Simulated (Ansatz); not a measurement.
`[OH][Hf]([Cl])([Cl])[I]` at its PBE0-D4/def2-TZVP geometry, where that method's forces vanish. Total charge 0; spin multiplicity 1. Hf, I: def2 effective core potential.

```xyz
6

O    -1.3072   -0.3275    0.6516
Hf    0.2993    0.1202   -0.2130
Cl    0.2339   -0.6754   -2.4054
Cl    0.5359    2.4413   -0.2314
I     2.3685   -1.0110    1.1207
H    -2.1305   -0.5477    1.0775
```

Q: What forces (eV/Å) does PBE-D4/def2-TZVPP give on these atoms in Ansatz 0.2.0? (An estimate is asked.)

A: Computed: 
```
O1   0.072  0.011 -0.025
Hf2  0.210  0.034 -0.079
Cl3 -0.006 -0.066 -0.174
Cl4  0.018  0.185  0.001
I5   0.106 -0.060  0.071
H6  -0.401 -0.105  0.205
```
